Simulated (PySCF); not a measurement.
TiF2I2, SMILES [F][Ti]([I])([I])[F], multiplicity 1.

Coordinates come from a PBE-D3(BJ)/def2-SVP optimisation. The spin state was assumed, not searched. The structure was generated by enumeration; whether it is a known compound was not checked. The def2 effective core potentials stand for the cores of I; spin–orbit coupling is left out.

All values below come from PBE-D3(BJ)/def2-SVP (PySCF).

Frequencies are harmonic and unscaled.

```
mode  ν (cm⁻¹)  IR (km/mol)  moving atoms (share of kinetic energy)
----  --------  -----------  --------------------------------------
1           62          0.0                  I 80 %, Ti 12 %, F 9 %
2          127          1.2                         F 58 %, Ti 35 %
3          132          0.0                                  F 94 %
4          140          0.0                          F 74 %, I 26 %
5          170          0.4                          F 74 %, I 25 %
6          266         13.5                 Ti 49 %, F 30 %, I 21 %
7          345         89.8                         Ti 82 %, I 14 %
8          763        152.0                         F 76 %, Ti 24 %
9          807        111.7                         F 63 %, Ti 37 %
```
